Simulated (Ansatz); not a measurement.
Ideal-gas functions of CH$_{5}$SeSi (`C[Se][SiH2]`) radical at 600 K and 1 bar, from an Ansatz frequency run at PBE0-D4/def2-TZVP.

Molar mass 124.1 g/mol, point group C1 (symmetry number 1), electronic degeneracy 2, moments of inertia 51.647, 137.665, 183.781 u Å². Harmonic wavenumbers (cm⁻¹, unscaled): 97, 144, 172, 409, 593, 610, 633, 886, 914, 934, 1306, 1462, 1467, 2156, 2209, 3080, 3182, 3185.

Use S(trans) = R[1.5 ln M + 2.5 ln T − 1.1517]; rotational temperatures θ = 24.2544 K / I; S(rot) = R[ln(√π/σ · √(T³/θAθBθC)) + 1.5]; for each mode x = 1.438777 ν̃/T, S = R[x/(eˣ − 1) − ln(1 − e⁻ˣ)] and H = RT x/(eˣ − 1); 1 cm⁻¹ = 0.0119627 kJ/mol; R = 8.31446 J/(mol·K).

Task: By hand: the entropy, in J/(mol·K).

Result: Translation 183.5. Rotation: θ = 0.4696, 0.1762, 0.132 K, giving 115.8. Vibration, mode by mode: 20.46, 17.20, 15.74, 8.80, 6.05, 5.86, 5.60, 3.45, 3.28, 3.16, 1.56, 1.16, 1.14, 0.29, 0.26, 0.04, 0.03, 0.03, in all 94.1. Electronic 5.8. Sum 399.2 J/(mol·K).

Task: By hand: H − E and G − E in kJ/mol, counted from the electronic energy.

Result: Zero-point energy ½ × 23439 × 0.0119627 = 140.2; thermal vibration 28.4; translation, rotation and pV give 4 RT = 20.0. H − E = 188.6 kJ/mol, and G − E = 188.6 − 600 × 399.2/1000 = -50.9 kJ/mol.

Vibration gives 24 % of the entropy, 37.7 J/(mol·K) of it from the modes under 150 cm⁻¹: soft modes count most, and the harmonic formula is weakest for them. The sum counts one conformer and one mirror image; others add a mixing term.
